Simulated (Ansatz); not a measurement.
Born–Oppenheimer molecular dynamics of C₃H₈BFSSi (15 atoms, charge 0, multiplicity 1). It starts from a relaxed structure.

Level of theory: RKS r2SCAN-D4/STO-3G (Ansatz 0.2.0).

```
ensemble        : NVT, Langevin thermostat
time step       : 0.5 fs
steps asked     : 250
set temperature : 300 K
friction        : 0.01 /fs
seed            : 412180
```

First frame:

```xyz
15
Properties=species:S:1:pos:R:3
F -0.053 -2.730 -0.952
Si -0.169 -1.423 0.044
S -0.099 -2.045 2.092
B -1.649 -0.158 -0.215
C -0.965 1.235 -0.449
C 0.535 1.222 0.021
C 1.193 -0.152 -0.325
H 1.257 -2.131 2.118
H -2.812 -0.306 -0.242
H -0.978 1.364 -1.553
H -1.507 2.106 -0.046
H 0.556 1.363 1.115
H 1.092 2.062 -0.427
H 2.124 -0.284 0.241
H 1.453 -0.173 -1.394
```

(1) How far do the bonds stretch over the last three quarters of this one trajectory? (Pairs bonded in most of those frames.)

## Answers

(1) 
```
  bond  mean (Å)  spread (Å)  shortest  longest
F1–Si2     1.647       0.024      1.61     1.69
Si2–S3     2.156       0.020      2.12     2.19
Si2–B4     1.958       0.060      1.86     2.06
Si2–C7     1.895       0.027      1.85     1.94
 S3–H8     1.360       0.020      1.31     1.40
 B4–C5     1.571       0.015      1.55     1.60
 B4–H9     1.175       0.026      1.12     1.22
 C5–C6     1.576       0.020      1.53     1.61
C5–H10     1.113       0.011      1.09     1.14
C5–H11     1.104       0.015      1.07     1.15
 C6–C7     1.563       0.029      1.52     1.63
C6–H12     1.107       0.016      1.06     1.15
C6–H13     1.106       0.024      1.07     1.14
C7–H14     1.100       0.016      1.07     1.13
C7–H15     1.106       0.029      1.05     1.15
```

Mean temperature of the second half: 258 K. The mean temperature of the second half is 14 % below the set value. A run of 0.12 ps of so small a system gives no equilibrium averages. Limits of this set-up: minimal basis.

Run time: 19 min on 1 thread of Arm Neoverse V2, on a shared host, peak memory 0.11 GiB.
